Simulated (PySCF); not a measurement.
Geometries of 3 isomers of C4H5B, from PBE0-D3(BJ)/def2-SVP geometry optimisation, gas phase in PySCF. One conformer each, no zero-point energy, no frequencies.

Task: Which is lowest in electronic energy at this level?
A.
```xyz
10
angstrom
B      2.714    0.269   -0.230
C      1.214    0.271   -0.201
C     -0.014    0.268   -0.166
C     -1.432    0.289   -0.146
C     -2.174   -0.653    0.459
H      3.310    1.156   -0.794
H      3.332   -0.618    0.310
H     -1.927    1.126   -0.655
H     -1.708   -1.497    0.973
H     -3.266   -0.598    0.451
```
B.
```xyz
10
angstrom
B     -1.010    1.204    0.393
C     -0.252   -0.104    0.033
C     -0.932   -1.278    0.059
C      1.134   -0.069   -0.320
C      2.310   -0.003   -0.615
H     -2.182    1.128    0.682
H     -0.454    2.274    0.387
H     -1.991   -1.290    0.330
H     -0.460   -2.236   -0.183
H      3.350    0.053   -0.877
```
C.
```xyz
10
angstrom
C      2.354   -0.663    0.481
C      1.461    0.113    0.181
B      0.353    1.087   -0.191
C     -1.114    0.621   -0.352
C     -1.483   -0.663   -0.189
H      3.149   -1.338    0.744
H      0.651    2.248   -0.359
H     -1.890    1.350   -0.612
H     -0.745   -1.430    0.071
H     -2.520   -0.998   -0.305
```

Result: C. That is `C#CBC=C`, 3.2 kcal/mol below the next.

```json
{"SMILES": "C#CBC=C", "atoms numbered as above": "[CH:1]#[C:2][BH:3][CH:4]=[CH2:5]", "E (Eh)": "-179.82962", "relative (kcal/mol)": "0.0", "relative (kJ/mol)": "0.0", "dipole (D)": "1.34"}
{"SMILES": "BC#CC=C", "atoms numbered as above": "[BH2:1][C:2]#[C:3][CH:4]=[CH2:5]", "E (Eh)": "-179.82445", "relative (kcal/mol)": "3.2", "relative (kJ/mol)": "13.6", "dipole (D)": "2.36"}
{"SMILES": "BC(=C)C#C", "atoms numbered as above": "[BH2:1][C:2](=[CH2:3])[C:4]#[CH:5]", "E (Eh)": "-179.80618", "relative (kcal/mol)": "14.7", "relative (kJ/mol)": "61.6", "dipole (D)": "1.17"}
```
